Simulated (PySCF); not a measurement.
Compound: C₅H₄F₄O₂.
Cartesian coordinates in Å at the PBE0-D3(BJ)/def2-SVP level; atoms count from 1:
```
atom  x, y, z in Å
O1    -1.6507    1.4694   -2.1869
C2    -1.5369    0.7369   -1.2671
O3    -2.4263   -0.1979   -0.8072
C4    -1.5148   -0.6720    0.1751
F5    -1.0870   -1.9078   -0.1432
C6    -0.5150    0.4362   -0.1772
C7     0.8910    0.0639   -0.5847
C8     1.8026   -0.0842    0.6066
F9     1.3278   -0.9854    1.4745
F10    1.9281    1.0711    1.2708
F11    3.0199   -0.4741    0.2369
H12   -1.9660   -0.6962    1.1770
H13   -0.5113    1.2502    0.5651
H14    1.3112    0.8460   -1.2339
H15    0.9017   -0.8833   -1.1416
```

Level: PBE0/pcSseg-1 and wB97X-D/def2-SVPD in PySCF, non-relativistic, on one gas-phase PBE0-D3(BJ)/def2-SVP geometry that isn't relaxed in the solvent. The solvent is an IEF-PCM continuum (van der Waals radii × 1.2). Specific hydrogen bonds and non-electrostatic terms are outside this model.

Gas phase at PBE0/pcSseg-1: HOMO -8.87 eV, LUMO -0.56 eV, dipole 1.70 D.

What does the continuum do to the energy, the frontier levels and the dipole at PBE0/pcSseg-1 in chloroform?

| solvent | ε | E(solvent) − E(gas) (kcal/mol) | polarisation term (kcal/mol) | distortion of the solute (kcal/mol) | HOMO (eV) | LUMO (eV) | dipole (D) |
| --- | --- | --- | --- | --- | --- | --- | --- |
| chloroform | 4.711 | -5.95 | -6.55 | 0.60 | -8.79 | -0.39 | 2.05 |

The polarisation term is half the interaction of the solute with the surface charges that it induces; the rest is the cost of distorting the solute's density. The sum is the electrostatic part of solvation alone.

Which radius a makes the point-dipole formula ΔE = −[(ε − 1)/(2ε + 1)]·μ²/a³ give the value in chloroform, with the gas-phase dipole?

μ = 0.668 au and |ΔE| = 0.00948 Eh give a = 1.35 Å; the farthest nucleus lies 3.08 Å from the centroid of the nuclei, so such a sphere wouldn't even hold the nuclei. The formula assumes a rigid point dipole at the centre of a sphere.

Give the dipole vector in the frame of the coordinates (D, pointing from negative to positive charge), gas and chloroform.

Gas (0.49, 0.11, 1.62), solvent (0.60, 0.13, 1.96). Its length changes by +21 % and its direction by less than 1°.

Which IAO charges (PBE0/pcSseg-1) respond most in chloroform (means over atoms taken as equivalent)?

```csv
atoms,environment,gas (e),solvent (e),change
O1,ester carbonyl oxygen,-0.387,-0.417,-0.030
H12,methine hydrogen,+0.160,+0.174,+0.014
H13,methine hydrogen,+0.179,+0.193,+0.014
C2,ester carbonyl carbon,+0.539,+0.550,+0.011
H14,methylene hydrogen,+0.182,+0.191,+0.009
O3,ester single-bonded oxygen,-0.356,-0.365,-0.009
F5,alkyl fluorine,-0.290,-0.296,-0.006
H15,methylene hydrogen,+0.178,+0.183,+0.005
```

Which Mayer bond orders change most in chloroform?

```csv
bond,length (Å),gas,solvent,change
O1–C2,1.181,2.106,2.081,-0.025
O3–C4,1.422,0.929,0.918,-0.011
C6–C2,1.524,0.934,0.944,+0.010
C4–F5,1.346,0.970,0.961,-0.009
C2–O3,1.370,1.031,1.039,+0.008
C6–H13,1.102,0.902,0.894,-0.008
C8–F11,1.331,1.016,1.011,-0.005
C7–H14,1.100,0.927,0.922,-0.005
```

Gas phase at wB97X-D/def2-SVPD: HOMO -10.90 eV, LUMO 1.11 eV, dipole 1.70 D.

What does the continuum do to the energy, the frontier levels and the dipole at wB97X-D/def2-SVPD in chloroform?

```
   solvent      ε  E(solvent) − E(gas) (kcal/mol)  polarisation term (kcal/mol)  distortion of the solute (kcal/mol)  HOMO (eV)  LUMO (eV)  dipole (D)
chloroform  4.711                           -6.12                         -6.85                                 0.73     -10.83       1.28        2.08
```

How does the static polarisability (wB97X-D/def2-SVPD, frozen core, with the continuum's full static response) change?

```
    medium  isotropic (au)  principal values (au)  ⟨r²⟩ of the electrons (bohr²)
       gas            65.1       55.1, 67.1, 72.9                         1748.3
chloroform            77.1       66.2, 79.1, 86.0                         1750.1
```

The isotropic value in chloroform is 1.19 times the gas-phase one; no cavity-field correction is applied. ⟨r²⟩ is taken about the centre of nuclear charge.

wB97X-D is run here without its empirical dispersion term; that term would change no orbital, density or response property at a fixed geometry.
